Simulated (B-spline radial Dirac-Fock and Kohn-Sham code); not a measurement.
# L3 edges in EELS at 60 kV and 20 mrad, Cd to Au

Calculated with a B-spline atomic structure program, using the first Born approximation with generalised oscillator strengths from a Dirac-Hartree-Slater potential (longitudinal and transverse terms; continuum final states only, so no white lines or fine structure). Partial cross sections in barn for windows above the edge. Edges are tabulated values, any marked * orbital energies of the model.

| Z | element | edge (eV) | Δ = 50 eV | Δ = 100 eV | Δ = 200 eV |
| --- | --- | --- | --- | --- | --- |
| 48 | Cd | 3538.0 | 6.97 | 14.2 | 27.3 |
| 49 | In | 3730.0 | 5.70 | 11.6 | 22.3 |
| 53 | I | 4557.0 | 2.79 | 5.46 | 10.4 |
| 54 | Xe | 4786.0 | 2.37 | 4.57 | 8.65 |
| 57 | La | 5483.0 | 1.30 | 2.55 | 4.91 |
| 58 | Ce | 5723.0 | 1.09 | 2.15 | 4.14 |
| 60 | Nd | 6208.0 | 0.797 | 1.56 | 3.01 |
| 61 | Pm | 6459.0 | 0.679 | 1.33 | 2.56 |
| 64 | Gd | 7243.0 | 0.420 | 0.826 | 1.60 |
| 65 | Tb | 7514.0 | 0.370 | 0.720 | 1.39 |
| 66 | Dy | 7790.0 | 0.320 | 0.622 | 1.20 |
| 67 | Ho | 8071.0 | 0.278 | 0.539 | 1.04 |
| 72 | Hf | 9561.0 | 0.133 | 0.261 | 0.509 |
| 73 | Ta | 9881.0 | 0.114 | 0.226 | 0.442 |
| 77 | Ir | 11215.0 | 0.0630 | 0.129 | 0.255 |
| 78 | Pt | 11564.0 | 0.0551 | 0.113 | 0.224 |
| 79 | Au | 11919.0 | 0.0477 | 0.0983 | 0.196 |
